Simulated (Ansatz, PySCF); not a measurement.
The molecule LiBe-, closed-shell singlet (lowest of 2S+1 = 1, 3 at CCSD(T)/def2-TZVPP on PBE0 minima; our sources give no spin for the ground state, which may be another). The T1 diagnostic near the minimum is 0.075, so single-reference values are doubtful.

The constants come from a fifth-degree fit in 1/R (seven points, main isotopes). Runs in def2 and cc sets follow the lowest solution found near the PBE0 minimum. The singlet is held restricted. HF and MP2 rows in def2 and cc sets belong to the determinant that coupled cluster picked by its CCSD energy.

Codes used: Ansatz (Gaussian basis) for Hartree–Fock, density functionals and correlated methods; PySCF for 6-31G* rows. Each number belongs to the level named beside it.

| level | r_e (Å) | ω_e (cm⁻¹) | α_e (cm⁻¹) | ω_e x_e (cm⁻¹) |
|---|---|---|---|---|
| SVWN5/def2-TZVPP | 2.859 | 235 | 0.014 | 4.1 |
| PBE/def2-TZVPP | 2.922 | 218 | 0.014 | 4.1 |
| BP86/6-31G* | 3.016 | 198 | 0.014 | 4.0 |
| B97M-V/def2-TZVPP | 3.087 | 189 | 0.012 | 3.9 |
| B3LYP/6-31G* | 3.054 | 180 | 0.016 | 4.2 |
| B3LYP/def2-TZVPP | 2.939 | 205 | 0.016 | 4.8 |
| PBE0/def2-TZVPP | 2.982 | 204 | 0.014 | 3.8 |
| BHLYP/def2-TZVPP | 3.026 | 181 | 0.017 | 4.7 |
| CAM-B3LYP/def2-TZVPP | 2.997 | 186 | 0.017 | 4.6 |
| wB97X-V/def2-TZVPP | 3.130 | 164 | 0.015 | 3.5 |
| wB97M-V/def2-TZVPP | 2.990 | 198 | 0.013 | 3.4 |
| B2PLYP/def2-TZVPP | 2.966 | 199 | 0.016 | 4.6 |
| MP2/aug-cc-pVTZ | 2.962 | 197 | 0.018 | 6.1 |
| MP2/def2-TZVPP | 3.052 | 182 | 0.016 | 4.4 |
| MP2/aug-cc-pVQZ | 2.948 | 201 | 0.018 | 6.2 |
| MP2/def2-QZVPP | 2.991 | 186 | 0.019 | 5.6 |
| MP2/aug-cc-pV5Z | 2.942 | 203 | 0.018 | 6.2 |
| MP2/CBS(aug-cc-pVQZ, aug-cc-pV5Z) | 2.937 | 204 | 0.018 | 6.3 |
| SCS-MP2/aug-cc-pVTZ | 2.991 | 183 | 0.021 | 6.6 |
| SCS-MP2/def2-TZVPP | 3.100 | 168 | 0.017 | 4.5 |
| SCS-MP2/aug-cc-pVQZ | 2.974 | 187 | 0.021 | 6.8 |
| SCS-MP2/def2-QZVPP | 3.021 | 173 | 0.021 | 6.0 |
| SCS-MP2/aug-cc-pV5Z | 2.967 | 189 | 0.021 | 6.8 |
| CCSD/aug-cc-pVQZ | 2.972 | 184 | 0.021 | 6.9 |
| CCSD/def2-QZVPP | 2.988 | 176 | 0.022 | 6.7 |
| CCSD(T)/def2-TZVPP | 2.975 | 197 | 0.015 | 4.5 |
| CCSD(T)/aug-cc-pVQZ | 2.868 | 223 | 0.017 | 5.7 |
| CCSD(T)/def2-QZVPP | 2.875 | 217 | 0.018 | 6.0 |
| CCSD(T)/aug-cc-pV5Z | 2.864 | 225 | 0.017 | 5.7 |
| CCSD(T)/CBS(aug-cc-pVQZ, aug-cc-pV5Z) | 2.861 | 226 | 0.016 | 5.7 |

Correlated levels freeze the inner cores; with def2 sets outer-core shells near the valence are correlated too. CBS(a, b) extrapolates the correlation energy as X⁻³ and adds the Hartree–Fock energy of set b. Rows in 6-31G* carry no dispersion term and start afresh at each structure (6-31G* with six Cartesian d functions).

Doubts at one or more of the structures used: a restricted determinant that unrestricted orbitals would lower (B2PLYP/def2-TZVPP, MP2/aug-cc-pVTZ, MP2/def2-TZVPP, MP2/aug-cc-pVQZ, MP2/def2-QZVPP, MP2/aug-cc-pV5Z, MP2/CBS(aug-cc-pVQZ, aug-cc-pV5Z), SCS-MP2/aug-cc-pVTZ, SCS-MP2/def2-TZVPP, SCS-MP2/aug-cc-pVQZ, SCS-MP2/def2-QZVPP, SCS-MP2/aug-cc-pV5Z, CCSD/aug-cc-pVQZ, CCSD/def2-QZVPP, CCSD(T)/def2-TZVPP, CCSD(T)/aug-cc-pVQZ, CCSD(T)/def2-QZVPP, CCSD(T)/aug-cc-pV5Z, CCSD(T)/CBS(aug-cc-pVQZ, aug-cc-pV5Z)); T1 above 0.05 (CCSD/aug-cc-pVQZ, CCSD(T)/aug-cc-pVQZ, CCSD(T)/aug-cc-pV5Z, CCSD(T)/CBS(aug-cc-pVQZ, aug-cc-pV5Z)).

Ansatz is a first-principles code.
